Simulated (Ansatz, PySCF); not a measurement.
Reaction (SMILES): [F][Sb]([F])[F] -> [F][Sb]([F])[F] as doublet, charge -1 (an electron is taken up)

Wanted: adiabatic electron affinity (electronic), in eV. Positive where the reaction releases energy. Set-up: UHF or UKS for open shells; STO-3G and 3-21G all-electron and non-relativistic; LANL2DZ with its own core potentials from Na on; dispersion terms only where a functional's name holds one; 6-31G* and kin with 6d, 5d where marked; valence correlation only (noble-gas shells and the d and f shells of earlier blocks); def2 sets with scalar-relativistic core potentials past Kr; spin-orbit terms left out. First-principles rows: single points at B3LYP-D3(BJ) geometries (Ansatz, a program for electronic structure). Sets without +, aug- or the D of def2-TZVPD hold no diffuse functions, which anions need. A UHF reference is markedly spin-contaminated in at least one set, which strains HF and MP2. The spin state of an ion or metal species was assumed, not searched.

| level | program | adiabatic electron affinity (electronic) (eV) |
|---|---|---|
| HF/STO-3G | Ansatz | -6.01 |
| HF/3-21G | Ansatz | -1.14 |
| HF/LANL2DZ | Ansatz | 1.08 |
| HF/6-31G* with LANL2DZ past Ar | Ansatz | -0.47 |
| SVWN5/6-31G* with LANL2DZ past Ar | Ansatz | -0.13 |
| PBE/STO-3G | Ansatz | -5.11 |
| B3LYP/6-31G* with LANL2DZ past Ar | Ansatz | -0.07 |
| M06-2X/6-31G* with LANL2DZ past Ar (5d) | PySCF | -0.25 |
| MP2/STO-3G | Ansatz | -7.07 |
| MP2/6-31G* with LANL2DZ past Ar | Ansatz | -0.71 |
| B3LYP-D3(BJ)/def2-TZVPD | Ansatz + dftd3 | 1.13 |
| wB97X-V/def2-TZVPD | Ansatz | 0.91 |
| B2PLYP-D3(BJ)/def2-TZVPD | Ansatz + dftd3 | 0.94 |

No value to compare with is used here. The 10 habitual levels span -7.07 (MP2/STO-3G) to 1.08 eV (HF/LANL2DZ); wB97X-V/def2-TZVPD gives 0.91.

The levels are drawn from those run, B3LYP/6-31G* more often than the rest, none by its result; runs whose electronic state is in doubt are left out.
